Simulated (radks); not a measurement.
Values are calculated unless marked as measured or tabulated.
Spherical jellium clusters: N electrons in a uniform positive sphere of charge N and radius rs N^(1/3), rs = 2.6 bohr. Level of theory: non-relativistic Kohn-Sham, exchange-only LDA, spin-polarised, spherical densities (a radial shooting solver with Libxc functionals). Levels are named by radial order and angular momentum (1s, 1p, 1d, 2s, ...), and open shells are averaged over m.

N = 15, configuration 1s2 1p6 1d(up 5, down 1) 2s(up 1, down 0). This is the lowest configuration that the search found. Occupied and some empty levels:

| level | occupation | eigenvalue (eV) | <r> (bohr) |
|---|---|---|---|
| 1s up | 1 | -8.0857 | 4.020 |
| 1s down | 1 | -7.0315 | 3.986 |
| 1p up | 3 | -5.9100 | 4.983 |
| 1p down | 3 | -4.8155 | 4.925 |
| 1d up | 5 | -3.4117 | 5.816 |
| 2s up | 1 | -2.8151 | 5.567 |
| 1d down | 1 | -2.2668 | 5.859 |
| 2s down | 0 | -1.6944 | 6.073 |
| 1f up | 0 | -0.81655 | 6.993 |
| 2p up | 0 | -0.73021 | 8.649 |
| 2p down | 0 | -0.11597 | 11.62 |

Energy (eV): total -3.28384, kinetic 54.606, external -1096.5, Hartree 527.26, exchange-correlation -61.509, background 572.90.

Electron density:

| r (bohr) | n(r) (e/bohr^3) |
|---|---|
| 0.498 | 0.01396 |
| 1.33 | 0.01353 |
| 2.16 | 0.01347 |
| 3.00 | 0.01398 |
| 3.83 | 0.01410 |
| 4.66 | 0.01253 |
| 5.49 | 0.009085 |
| 6.32 | 0.005199 |
| 7.16 | 0.002464 |
| 7.99 | 0.001061 |
| 8.82 | 0.0004361 |
| 9.65 | 0.0001752 |
| 10.5 | 0.00007009 |
